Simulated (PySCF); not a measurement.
AsF3, triplet, at a GFN2-xTB geometry (a higher spin typed on purpose: for a closed-shell molecule this is an excited state).

Here is a job for PySCF.
```python
from pyscf import gto, scf, dft

mol = gto.M(
    atom='''
F    -1.75854617   -0.86921053    0.20925575
As    0.07555063   -0.21534643    0.07876260
F     1.94209977    0.34601691   -0.01789853
F    -0.46057259    1.31279719   -0.48015343
''',
    basis='sto-3g',
    spin=2,
    verbose=4,
)

mf = dft.UKS(mol)
mf.xc = 'wb97x_v'
mf.grids.atom_grid = (99, 590)
mf.grids.prune = None
mf.kernel()
```

Task: What does this run give for the number of basis functions, HOMO energy, Mulliken (on the basis functions themselves) charges in atom order?

Result: 
```json
{
 "number_of_basis_functions": "33",
 "HOMO energy": "-5.18 eV",
 "Mulliken (on the basis functions themselves) charges in atom order": "F1 -0.13, As2 0.45, F3 -0.13, F4 -0.19"
}
```

These values belong to the state on which the SCF converged, which isn't shown to be the lowest.
